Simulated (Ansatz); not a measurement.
Conformers of `[SH][Ti]([SH])([SH])[SH]`, each relaxed with PBE0-D4/def2-TZVP in Ansatz. CBS adds the triple-zeta coupled-cluster correction to the MP2 limit.

Outer-core shells of Ti are correlated without core-valence functions. Scalar relativity is left out up to krypton.

Not all of them had a frequency check.

Conformer A:

```xyz
9

S     1.136    1.350    1.150
Ti   -0.205    0.127   -0.222
S    -2.338    0.814    0.118
S     0.087   -2.091    0.194
S     0.233    0.468   -2.420
H     2.160    0.509    0.891
H    -2.593   -0.244    0.912
H     0.042   -1.843    1.521
H     1.477    0.909   -2.144
```

Conformer B:

```xyz
9

S    -0.675    0.294   -2.195
Ti   -0.089    0.270   -0.006
S     2.035    1.067    0.116
S    -1.437    1.720    1.075
S    -0.388   -1.800    0.903
H    -1.717   -0.521   -1.923
H     2.546   -0.145   -0.184
H    -0.750    1.437    2.205
H     0.476   -2.323    0.007
```

Q: Which is lowest in electronic energy at CCSD(T)/CBS (frozen core, def2 sets), and by how much? (An estimate is asked.)

A: Computed: B; A lies 3.1 kJ/mol higher.

Q: Give the energies relative to B (kJ/mol) with r2SCAN-D4/def2-TZVPP, ωB97X-V/def2-TZVPP, ωB97M-V/def2-TZVPP, PBE/def2-TZVPP, r2SCAN/def2-TZVPP, SCS-MP2/def2-QZVPP, MP2/CBS(def2). (Best estimate.)

A: Ansatz gave: 
| level | A |
| --- | --- |
| r2SCAN-D4/def2-TZVPP | 3.1 |
| ωB97X-V/def2-TZVPP | 2.9 |
| ωB97M-V/def2-TZVPP | 3.0 |
| PBE/def2-TZVPP | 2.8 |
| r2SCAN/def2-TZVPP | 3.1 |
| SCS-MP2/def2-QZVPP | 3.7 |
| MP2/CBS(def2) | 4.0 |
